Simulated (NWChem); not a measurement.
System: HTeSI; SMILES S[Te]I

```xyz
4

Te     0.5974    -0.9743    -0.0037
I     -0.0802     1.6688     0.0148
S     -1.5294    -2.0639     0.0617
H     -1.7556    -2.0873    -1.2735
```
Atoms are numbered in this order, from 1.

Level: PBE0/def2-SVP with def2 effective core potentials on Te, I (NWChem), optimised geometry, unscaled harmonic frequencies. def2 effective core potentials on Te, I; no spin-orbit coupling.

```tsv
frequency (cm⁻¹)	IR intensity (km/mol)
95	0.2
199	10.1
339	22.3
363	16.6
775	1.0
2689	0.8
```

```json
{
 "zero_point_energy": "6.4 kcal/mol",
 "thermal correction to the enthalpy at 298.15 K (with zero-point energy)": "10.1 kcal/mol",
 "heat capacity Cv": "13.6 cal/(mol K)",
 "entropy at 298.15 K and 1 atm (symmetry number 1)": "80.5 cal/(mol K)"
}
```

Rigid rotor and harmonic oscillator; modes under 100 cm⁻¹ make the entropy uncertain.
